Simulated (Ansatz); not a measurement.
**Ligand exchange: SnH(CH3)3 + BH2I → Sn(CH3)3I + BH3**

Gas-phase species: SnH(CH3)3, singlet; BH2I `BI`, singlet; Sn(CH3)3I (iodotrimethylstannane), singlet; BH3 (borane) `B`, singlet. The partners trade H for I: Sn–H and B–I bonds give way to Sn–I and B–H.

Shapes, held fixed at every level: PBE0-D4/def2-TZVP. Programs: Ansatz 0.2.0. The zero-point and thermal change to 298 K, harmonic and unscaled (PBE0-D4/def2-TZVP), is +4.2 kJ/mol.

```
                level                   kind  ΔH(298 K) (kJ/mol)  less CCSD(T)/def2-TZVPP
          HF/def2-SVP           Hartree–Fock               -66.1                    -21.3
    PBE-D4/def2-TZVPP                    GGA               -41.5                     +3.3
 r2SCAN-D4/def2-TZVPP               meta-GGA               -48.8                     -4.0
  B3LYP-D4/def2-TZVPP          global hybrid               -55.7                    -10.9
   PBE0-D4/def2-TZVPP          global hybrid               -49.4                     -4.6
r2SCAN0-D4/def2-TZVPP          global hybrid               -53.0                     -8.2
      CCSD/def2-TZVPP  coupled cluster or CI               -47.5                     -2.7
   CCSD(T)/def2-TZVPP  coupled cluster or CI               -44.8                      0.0
```

The highest level, CCSD(T)/def2-TZVPP, gives ΔH(298 K) = -44.8 kJ/mol; the levels span -66.1 to -41.5. The column of differences is taken from that level and isn't an error. No measured value is set beside it here. For atoms past krypton def2 sets carry core potentials with scalar relativity. Outer-core shells of I, Sn are correlated, in sets that cover them unevenly.
